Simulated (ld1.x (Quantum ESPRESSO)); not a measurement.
Ranking ultrasoft potentials for sulfur

All share these settings but for the change named:

S (Z = 16), ultrasoft, made with ld1.x (Quantum ESPRESSO) 7.5 (LDA (PZ), scalar-relativistic). Core [Ne], reference 3s1.75 3p4.25. Waves: 3s (bound): rcut 1.25, rcutus 1.60 bohr; 3s channel at -0.7 Ry: rcut 1.25, rcutus 1.60 bohr; 3p (bound): rcut 0.95, rcutus 1.20 bohr; 3p channel at 2.65 Ry: rcut 0.95, rcutus 1.20 bohr; 3d channel at 0.05 Ry: rcut 1.75, rcutus 1.85 bohr; 3d channel at 1.1 Ry: rcut 1.75, rcutus 1.85 bohr. Local part: all-electron potential smoothed inside 1.05 bohr (lloc = -1). Core correction: none. Augmentation charge: PSQ, radius 1.05 bohr.

Test errors are all-electron minus pseudo excitation energies from the reference, over 3s2 3p4; 3s2 3p3; 3s2 3p2; 3s2 3p1; 3s0 3p6; 3s2 3p4.3; 3s1 3p5. None of these files shows a bound ghost.

The base gives 58.3 meV.

Of 6 variants that were run, those that failed, showed a ghost or another fault, or gave nearly equal values are left out.

Task: Rank these variants by their largest absolute test error, smallest first.
A. core correction a·sin(br)/r model core inside 1.06 bohr
B. core correction a·sin(br)/r model core inside 0.94 bohr
C. core correction a·sin(br)/r model core inside 0.56 bohr
D. core correction a·sin(br)/r model core inside 1.42 bohr
E. core correction a·sin(br)/r model core inside 0.70 bohr

Result: E (2.2 meV), C (3.2 meV), B (8.9 meV), A (17.3 meV), D (43.1 meV).
